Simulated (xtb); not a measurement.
OSn, charge -1, doublet, geometry from GFN2-xTB (such geometries of metal compounds can be far from the true shape) (a state made from the parent by changing its charge; the spin is typed, not shown lowest); xtb 6.7.1 with GFN2-xTB.

The xtb input:
```
$ xtb mol.xyz --gfn 2 --chrg -1 --uhf 1 --hess --json

# file mol.xyz
2

Sn    -0.00000000    -0.00000000    -0.26680008
O      0.00000000     0.00000000     1.66750052
```

What the program printed (banner, timings and long lists left out):

```
   ID    Z sym.   atoms
    1   50 Sn     1
    2    8 O      2

           -------------------------------------------------
          |                Calculation Setup                |
           -------------------------------------------------

           -------------------------------------------------
          |                 G F N 2 - x T B                 |
           -------------------------------------------------

          ...................................................
          :                      SETUP                      :
          :.................................................:
          :  # basis functions                  14          :
          :  # atomic orbitals                  13          :
          :  # shells                            5          :
          :  # electrons                        11          :
          :  max. iterations                   250          :
          :  Hamiltonian                  GFN2-xTB          :
          :  restarted?                      false          :
          :  GBSA solvation                  false          :
          :  PC potential                    false          :
          :  electronic temp.          300.0000000     K    :
          :  accuracy                    1.0000000          :
          :  -> integral cutoff          0.2500000E+02      :
          :  -> integral neglect         0.1000000E-07      :
          :  -> SCF convergence          0.1000000E-05 Eh   :
          :  -> wf. convergence          0.1000000E-03 e    :
          :  Broyden damping             0.4000000          :
          :  net charge                         -1          :
          :  unpaired electrons                  1          :
          ...................................................

 iter      E             dE          RMSdq      gap      omega  full diag
   1     -6.2648283 -0.626483E+01  0.139E+01    0.00       0.0  T
   2     -6.2397501  0.250782E-01  0.175E+01    0.00       1.0  T
   3     -6.1978557  0.418944E-01  0.194E+01    0.00       1.0  T
   4     -5.4459456  0.751910E+00  0.189E+01    0.00       1.0  T
   5     -6.2890430 -0.843097E+00  0.103E+00    0.00       1.0  T
   6     -6.2908465 -0.180348E-02  0.526E-01    0.00       1.0  T
   7     -6.2911011 -0.254606E-03  0.297E-01    0.00       1.0  T
   8     -6.2912121 -0.110996E-03  0.208E-01    0.00       1.0  T
   9     -6.2912445 -0.324413E-04  0.114E-01    0.00       1.0  T
  10     -6.2912563 -0.117702E-04  0.265E-02    0.00       2.7  T
  11     -6.2912569 -0.648333E-06  0.196E-03    0.00      36.1  T
  12     -6.2912569 -0.159544E-08  0.166E-03    0.00      42.5  T
  13     -6.2912569 -0.277310E-08  0.249E-04    0.00     283.5  T
  14     -6.2912569 -0.557963E-10  0.783E-06    0.00    9032.9  T

   *** convergence criteria satisfied after 14 iterations ***

         :::::::::::::::::::::::::::::::::::::::::::::::::::::
         ::                     SUMMARY                     ::
         :::::::::::::::::::::::::::::::::::::::::::::::::::::
         :: total energy              -6.289099837907 Eh    ::
         :: gradient norm              0.000000530117 Eh/a0 ::
         :: HOMO-LUMO gap              0.000000000000 eV    ::
         ::.................................................::
         :: SCC energy                -6.291256926897 Eh    ::
         :: -> isotropic ES            0.229165407954 Eh    ::
         :: -> anisotropic ES          0.006072599726 Eh    ::
         :: -> anisotropic XC         -0.000976965976 Eh    ::
         :: -> dispersion             -0.000779103863 Eh    ::
         :: repulsion energy           0.002157088990 Eh    ::
         :: add. restraining           0.000000000000 Eh    ::
         :: total charge              -1.000000000000 e     ::
         :::::::::::::::::::::::::::::::::::::::::::::::::::::

           -------------------------------------------------
          |                Numerical Hessian                |
           -------------------------------------------------
step length          :   0.00500
SCC accuracy         :   0.30000
Hessian scale factor :   1.00000
frozen atoms in %    :   0.00000    0
RMS gradient         :   0.00000

writing file <hessian>.

 vibrational frequencies (cm⁻¹)
eigval :        0.00     0.00     0.00     0.00     0.00   567.97
           -------------------------------------------------
          |                Property Printout                |
           -------------------------------------------------

    * Orbital Energies and Occupations

         #    Occupation            Energy/Eh            Energy/eV
      -------------------------------------------------------------
         1        2.0000           -0.3915903             -10.6557
         2        2.0000           -0.2887746              -7.8580
         3        2.0000           -0.0891730              -2.4265
         4        2.0000           -0.0891730              -2.4265
         5        2.0000           -0.0864610              -2.3527
         6        0.5000            0.0460478               1.2530 (HOMO)
Molecule has the following symmetry elements: (Cinf) (sigma)
It seems to be the Cinfv point group
         7        0.5000            0.0460478               1.2530 (LUMO)
         8                          0.2092396               5.6937
         9                          0.2579916               7.0203
        10                          0.2579916               7.0203
        11                          0.3311394               9.0108
        12                          0.3311394               9.0108
        13                          0.5201909              14.1551
      -------------------------------------------------------------
                  HL-Gap            0.0000000 Eh            0.0000 eV
             Fermi-level            0.0129206 Eh            0.3516 eV

     #   Z          covCN         q      C6AA      α(0)
     1  50 Sn       0.774    -0.200   548.592    51.465
     2   8 O        0.774    -0.800    31.643     7.539

 Mol. C6AA /au·bohr⁶  :        820.359636
 Mol. C8AA /au·bohr⁸  :      81577.862494
 Mol. α(0) /au        :         59.004623

Wiberg/Mayer (AO) data.
largest (>0.10) Wiberg bond orders for each atom

 ---------------------------------------------------------------------------
     #   Z sym  total        # sym  WBO       # sym  WBO       # sym  WBO
 ---------------------------------------------------------------------------
     1  50 Sn   1.734 --     2 O    1.734
     2   8 O    1.734 --     1 Sn   1.734
 ---------------------------------------------------------------------------

Topologies differ in total number of bonds
Writing topology from bond orders to xtbtopo.mol

molecular dipole:
                 x           y           z       tot (Debye)
 q only:       -0.000      -0.000      -2.419
   full:       -0.000      -0.000      -2.543       6.464
molecular quadrupole (traceless):
                xx          xy          yy          xz          yz          zz
 q only:        3.996      -0.000       3.996      -0.000      -0.000      -7.992
  q+dip:        4.277      -0.000       4.277      -0.000      -0.000      -8.555
   full:        5.260       0.000       5.260      -0.000      -0.000     -10.520

           -------------------------------------------------
          |               Frequency Printout                |
           -------------------------------------------------
 vibrational frequencies (cm⁻¹)
eigval :        0.00     0.00     0.00     0.00     0.00   567.97
 reduced masses (amu)
   1:106.51   2:106.51   3:106.51   4: 28.20   5: 28.20   6: 28.20
 IR intensities (km·mol⁻¹)
   1:  7.24   2:  7.24   3:  7.24   4: 35.33   5: 35.33   6:194.18
 Raman intensities (Ä⁴*amu⁻¹)
   1:  0.00   2:  0.00   3:  0.00   4:  0.00   5:  0.00   6:  0.00
 output can be read by thermo (or use thermo option).
 writing <g98.out> molden fake output.
 recommended (thermochemical) frequency scaling factor: 1.0
           -------------------------------------------------
          |             Thermodynamic Functions             |
           -------------------------------------------------

cin symmetry found (for desy threshold:  0.10E+00) used in thermo

          ...................................................
          :                      SETUP                      :
          :.................................................:
          :  # frequencies                           1      :
          :  # imaginary freq.                       0      :
          :  linear?                              true      :
          :  only rotor calc.                    false      :
          :  symmetry                              cin      :
          :  rotational number                       1      :
          :  scaling factor                  1.0000000      :
          :  rotor cutoff                   50.0000000 cm⁻¹ :
          :  imag. cutoff                  -20.0000000 cm⁻¹ :
          :.................................................:

    mode    ω/cm⁻¹     T·S(HO)/kcal·mol⁻¹    T·S(FR)/kcal·mol⁻¹   T·S(vib)
   ------------------------------------------------------------------------
   ------------------------------------------------------------------------

   temp. (K)  partition function   enthalpy   heat capacity  entropy
                                   cal/mol     cal/K/mol   cal/K/mol   J/K/mol
 298.15  VIB   1.07                  111.995      1.101      0.508
         ROT   648.                  592.502      1.987     14.854
         INT   693.                  704.497      3.088     15.362
         TR   0.151E+28             1481.254      4.968     40.588
         TOT                        2185.7507     8.0560    55.9499   234.0944

       T/K    H(0)-H(T)+PV         H(T)/Eh          T*S/Eh         G(T)/Eh
   ------------------------------------------------------------------------
    298.15    0.348322E-02    0.477715E-02    0.265836E-01   -0.218064E-01
   ------------------------------------------------------------------------

         :::::::::::::::::::::::::::::::::::::::::::::::::::::
         ::                  THERMODYNAMIC                  ::
         :::::::::::::::::::::::::::::::::::::::::::::::::::::
         :: total free energy          -6.310906286183 Eh   ::
         ::.................................................::
         :: total energy               -6.289099837906 Eh   ::
         :: zero point energy           0.001293937437 Eh   ::
         :: G(RRHO) w/o ZPVE           -0.023100385715 Eh   ::
         :: G(RRHO) contrib.           -0.021806448277 Eh   ::
         :::::::::::::::::::::::::::::::::::::::::::::::::::::

           -------------------------------------------------
          | TOTAL ENERGY               -6.289099837906 Eh   |
          | TOTAL ENTHALPY             -6.284322684998 Eh   |
          | TOTAL FREE ENERGY          -6.310906286183 Eh   |
          | GRADIENT NORM               0.000000387794 Eh/α |
          | HOMO-LUMO GAP               0.000000000096 eV   |
           -------------------------------------------------

normal termination of xtb
```
